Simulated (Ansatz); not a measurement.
Program: Ansatz. Geometries: PBE0-D4/def2-TZVP. ΔE: electronic, gas phase. CBS: MP2 limit from def2 TZ/QZ plus the TZ coupled-cluster correction, frozen cores. Functionals use def2-TZVPP. Each species was taken in one conformer, which may not be the lowest.

Reaction (isomerisation): `C=C(F)N[SiH3]` → `N/C(F)=C/[SiH3]`

```csv
level,ΔE (kJ/mol),difference from CCSD(T)/CBS
ωB97X-V,35.7,-2.3
ωB97M-V,35.9,-2.1
r2SCAN,32.0,-6.0
PBE0,30.0,-8.0
MP2/def2-TZVPP,37.7,-0.3
SCS-MP2/def2-TZVPP,40.2,2.2
CCSD/def2-TZVPP,39.5,1.5
CCSD(T)/def2-TZVPP,37.8,-0.2
HF/def2-QZVPP,45.1,7.1
HF/CBS(def2),45.2,7.2
CCSD(T)/CBS,38.0,0
```

Largest T1 diagnostic among the species: 0.012.

In def2-TZVPP, CCSD(T) changes the Hartree–Fock value by −6.6 kJ/mol (the triples alone add −1.6 kJ/mol) and MP2 by −6.7 kJ/mol.
